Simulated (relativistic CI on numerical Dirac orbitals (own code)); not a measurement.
# From line strength to rate: In II 2941.05 Å (air)

Problem. For 5s 5p 1P°_1 – 5s 6s 1S_0 of In II a semi-empirical relativistic CI calculation gives the line strength S = 6.652 e²a₀² in the length gauge. The measured levels are 63038.18 and 97029.73 cm⁻¹ (NIST Handbook). Find gf, f, A and the partial lifetime.

Working.
1. σ = 97029.73 − 63038.18 = 33991.55 cm⁻¹, so the vacuum wavelength is 10⁸/σ = 2941.91 Å.
2. gf = 303.756 S/λ(Å) = 0.6868, log gf = -0.163; with g = 3 for the lower level, f = 0.229.
3. A = 2.02613 × 10¹⁸ S/(g_u λ³) with g_u = 1: A = 5.29 × 10^8 s⁻¹.
4. The partial lifetime for this S is 1/A = 1.89 ns; in the calculation this line carries 86 % of the decay of the upper level.

Check. The Handbook lists A = 1.40 × 10^8 s⁻¹, a tabulated value with its own uncertainty (a few per cent for the best lines, 25 % or more for others); ours lies 278 % above it. The velocity form of the same calculation gives S = 3.01, and the gap between the two forms is a rough gauge of the error in S. A miss this large is common for lines of near-neutral atoms, where core polarisation and correlation outside the CI space change S. With the computed energy (31693 cm⁻¹) in place of the measured one the rate would change by the factor (σ_calc/σ)³ = 0.81.
